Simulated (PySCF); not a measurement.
Where the electron goes

Compound: C₅H₆N₂O.
Cartesian coordinates in Å at the GFN2-xTB level; atoms count from 1:
```
atom  x, y, z in Å
N1    -1.279    1.502   -1.728
C2    -1.561    0.085   -1.565
C3    -0.627   -0.597   -0.684
C4     0.219   -1.053    0.046
C5     1.201   -1.555    0.924
N6     1.685   -0.920    1.899
C7     1.543    0.312    2.413
O8     2.097    1.318    2.054
H9    -0.354    1.639   -2.122
H10   -1.306    1.981   -0.834
H11   -2.573   -0.021   -1.157
H12   -1.539   -0.387   -2.553
H13    1.549   -2.571    0.754
H14    0.944    0.267    3.351
```

Theory: TDDFT wB97X-D/def2-SVPD, vertical, gas phase, core orbitals frozen in the response in PySCF.

Frontier orbitals with the atoms that hold most of them (Löwdin shares over 4%, at most four atoms; ? is withheld):

```
orbital  ε (eV)                           atoms
 HOMO-3  -10.46    N6 31%, O8 23%, C7 9%, C3 7%
 HOMO-2  -10.13   C4 26%, C3 26%, N6 18%, O8 9%
 HOMO-1   -9.58                               ?
   HOMO       ?                               ?
   LUMO   -0.39  N6 27%, C5 27%, C3 16%, C4 13%
 LUMO+1    1.58   C7 30%, O8 22%, N6 12%, C4 8%
 LUMO+2    1.95  C3 20%, C4 19%, C2 12%, C5 12%
```

Problem. Give the leading atoms of the HOMO.

Solution. N1 (bonded to C and 2 H) 58%; C3 (bonded to 2 C) 10%; C4 (bonded to 2 C) 10%; C2 (bonded to C, N and 2 H) 6%. By element: nitrogen 58% or more, carbon 26% or more.

Problem. Give the leading atoms of the HOMO-1.

Solution. O8 (bonded to C) 56%; N6 (bonded to 2 C) 18%; C7 (bonded to N, O and H) 13%; H14 (bonded to C) 6%.

Problem. What is the HOMO energy, and the HOMO–LUMO gap?

Solution. ε(HOMO) = -9.50 eV; the gap is 9.11 eV (0.3350 hartree).

Problem. How does S1 compare with the orbital gap of 9.11 eV?

Solution. S1 is at 4.28 eV (f = 0.0034), 4.83 eV below the gap, made of HOMO-1→LUMO (71%), HOMO-3→LUMO (16%). Its leading pair isn't HOMO and LUMO; the energies of that pair differ by 9.20 eV. 

Next come S2 at 4.72 eV (f 0.0062), HOMO→LUMO (36%), HOMO-4→LUMO (25%), HOMO-2→LUMO (16%); S3 at 5.21 eV (f 0.0022), HOMO-1→LUMO+1 (47%), HOMO-4→LUMO (12%), HOMO-3→LUMO (12%); S4 at 5.41 eV (f 0.232), HOMO-2→LUMO (56%), HOMO→LUMO (28%); S5 at 5.58 eV (f 0.011), HOMO-3→LUMO (37%), HOMO-4→LUMO (21%), HOMO-1→LUMO+1 (16%).

One conformer stands for the species.
